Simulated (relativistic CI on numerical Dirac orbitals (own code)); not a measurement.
## Ni²⁺ in a cubic cluster: L2,3 absorption with charge transfer

Computed with a charge-transfer multiplet model of a cubic metal-ligand cluster with up to 2 ligand holes, Slater and spin-orbit integrals from Dirac-Coulomb-Breit ions, Slater integrals scaled by 0.7. The ground state mixes d8 with configurations of k ligand holes L, whose averages lie at kΔ + k(k − 1)U_dd/2; a core hole lowers each added d electron by U_cd. 300 K, Lorentzian 0.4 eV and Gaussian 0.3 eV FWHM.

Atomic integrals in eV (Slater integrals scaled, ζ unscaled), ground: F2dd 8.519, F4dd 5.287, zeta_d 0.080; with the core hole: F2dd 8.519, F4dd 5.287, zeta_d 0.103, zeta_core 11.413, F2cd 5.424, G1cd 4.090, G3cd 2.325.

Cluster parameters (eV): U_dd = 6.1, U_cd = 6.9, 10Dq = 1.05, 10Dq(ligand) = 1.1, V(eg) = 2.15, V(t2g) = -0.98, final-state hopping factor = 1.

```tsv
Case	n_d	d8	d9L	d10L2	S
Δ = 1.8 eV	8.37	0.65	0.33	0.02	1.00
Δ = 2.8 eV	8.29	0.72	0.26	0.01	1.00
Δ = 3.8 eV	8.23	0.78	0.21	0.01	1.00
Δ = 4.8 eV	8.18	0.83	0.17	0.00	1.00
Δ = 6.8 eV	8.12	0.88	0.11	0.00	1.00
```

Weights, n_d and S are thermal averages at 300 K. Photon energies count from the first peak over 30 % of the highest in each spectrum, which can be another peak from case to case. The parameters are a model scan and need not match a compound or its usual spin state. Peaks in eV (height, largest 100):
- Δ = 1.8 eV: 0.0 (100), 1.0 (19), 17.2 (27), 17.8 (25)
- Δ = 2.8 eV: 0.0 (100), 1.2 (18), 17.2 (26), 17.9 (25)
- Δ = 3.8 eV: 0.0 (100), 1.4 (19), 17.2 (25), 18.0 (25)
- Δ = 4.8 eV: 0.0 (100), 1.5 (20), 17.2 (25), 18.0 (25)
- Δ = 6.8 eV: 0.0 (100), 1.7 (22), 17.2 (25), 18.1 (25)

For the case Δ = 3.8 eV, Δ = 3.8 eV is smaller than U_dd = 6.1 eV, the charge-transfer side of the Zaanen-Sawatzky-Allen scheme. With the core hole the configuration with one ligand hole lies at Δ + U_dd − U_cd = 1.0, 2.0, 3.0, 4.0, 6.0 eV from the one without, in the order of the table; where this is negative the screened configuration lies lower, though the effective hopping of about 2.9 eV (from the holes of the mixed ground state) mixes the two strongly wherever it is as large as the gap.
